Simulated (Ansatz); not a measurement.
Computed with Ansatz on PBE0-D4/def2-TZVP structures; ΔE is electronic, products minus reactants. CCSD(T)/CBS adds triple-zeta CCSD(T) − MP2 to the extrapolated MP2 energy (def2 sets, frozen cores). This one scheme is used for every species. DFT in def2-TZVPP. One conformer a species, not always the lowest.

Reaction (formal hydrolysis of a C–C bond): `FC(F)(F)CC(Cl)Cl` + H₂O → `OCC(F)(F)F` + `ClCCl`

```csv
level,ΔE (kJ/mol)
B97M-V,48.7
PBE-QIDH,51.2
LC-ωPBE,42.4
CCSD(T)/def2-TZVPP,53.6
```

(1) What does CCSD(T)/CBS give? (An estimate is asked.)

Largest T1 diagnostic among the species: 0.011.

Results:

(1) Computed: +57.1 kJ/mol. The listed levels differ from it by -8.4, -5.9, -14.7, -3.5 kJ/mol.

In def2-TZVPP, CCSD(T) changes the Hartree–Fock value by +28.4 kJ/mol (the triples alone add +3.9 kJ/mol) and MP2 by +37.7 kJ/mol. The D4 term adds +11.7 kJ/mol with B3LYP and +6.7 kJ/mol with PBE0; it sums over pairs of atoms, weighted by their polarisabilities, and B3LYP, whose exchange is more repulsive, gets the larger term.

B3LYP here is the variant with VWN-RPA as its local correlation; programs differ in this.
